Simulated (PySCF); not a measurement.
Si(Cl)(F)2(SiH3) (ClF2H3Si2), SMILES F[Si](F)([SiH3])Cl. Atoms are numbered in the order given.

```xyz
8

F     -1.3122    -0.3762    -1.3042
Si    -0.3682    -0.1338     0.0000
F     -1.3122    -0.3762     1.3042
Si     0.5548     2.0103     0.0000
Cl     1.1023    -1.5796     0.0000
H      1.4035     2.1568     1.2302
H      1.4035     2.1568    -1.2302
H     -0.5399     3.0388     0.0000
```
Charge 0, spin multiplicity 1.

Coordinates come from a PBE-D3(BJ)/def2-SVP optimisation.

Two levels are set side by side: PBE/pcSseg-1 (PySCF) and HF/pcSseg-1 (PySCF). GIAO shifts against CFCl3 (¹⁹F), HCl (³⁵Cl), TMS (²⁹Si), TMS (¹H) at the same level; non-relativistic, no solvent, atoms listed together averaged. Without spin–orbit terms, shifts of atoms bonded to Cl or Br come out too high at both levels. Differences are taken from unrounded values.

| quantity | HF |
|---|---|
| δ(¹⁹F) of F1, F3 (ppm) | -93.9 |
| δ(²⁹Si) of Si2 (ppm) | -12.1 |
| δ(²⁹Si) of Si4 (ppm) | -92.9 |
| δ(³⁵Cl) of Cl5 (ppm) | 64.6 |
| δ(¹H) of H6, H7, H8 (ppm) | 3.93 |

Q: What does PBE give, and how far is it from HF? (An estimate is asked for; the answer gives what the named calculation found.)

A: 
```csv
quantity,PBE,PBE minus HF
"δ(¹⁹F) of F1, F3 (ppm)",-120.7,-26.8
δ(²⁹Si) of Si2 (ppm),2.8,14.9
δ(²⁹Si) of Si4 (ppm),-110.4,-17.5
δ(³⁵Cl) of Cl5 (ppm),165.7,101.1
"δ(¹H) of H6, H7, H8 (ppm)",4.04,0.10
```

Rough cost on one machine, each run with all the roots and properties that it gave: HF against PBE within a factor of 2.
